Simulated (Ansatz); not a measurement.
Molecule: butyl(trichloro)silane, C$_{4}$H$_{9}$Cl$_{3}$Si, charge 0, multiplicity 1. 
Coordinates optimised at B3LYP-D3(BJ)/def2-TZVP (Ansatz, an electronic-structure program):
```
C
H 1 1.0937
H 1 1.0937 2 106.24
C 1 1.5279 2 109.27 3 -117.77
H 4 1.0946 1 109.10 2 -64.25
H 4 1.0946 5 106.22 1 117.48
C 4 1.5255 5 109.74 6 118.56
H 7 1.0912 4 111.37 5 -58.18
H 7 1.0925 8 107.77 4 122.07
H 7 1.0925 8 107.77 9 115.86
C 1 1.5328 2 109.59 3 118.32
H 11 1.0947 1 110.66 2 62.99
H 11 1.0947 12 106.49 1 -120.33
Si 11 1.8516 12 106.97 13 -114.12
Cl 14 2.0511 11 110.51 12 56.90
Cl 14 2.0525 11 110.76 12 176.93
Cl 14 2.0525 11 110.76 12 -63.14
```
Charge 0, spin multiplicity 1.

Basis-set convergence of Hartree-Fock and MP2 correlation energies (hartree) with Ansatz. Cores are frozen in the correlated levels unless marked. Spin-orbit coupling is left out. Non-relativistic.

```json
[
 {"basis": "cc-pV(D+d)Z", "functions": "193", "E(HF)": "-1824.35733", "E(corr, MP2)": "-1.07840"},
 {"basis": "cc-pV(T+d)Z", "functions": "402", "E(HF)": "…", "E(corr, MP2)": "…"}
]
```

Question: What belongs in the gaps?

Answer: 
- cc-pV(T+d)Z, E(HF): -1824.46517
- cc-pV(T+d)Z, E(corr, MP2): -1.38219
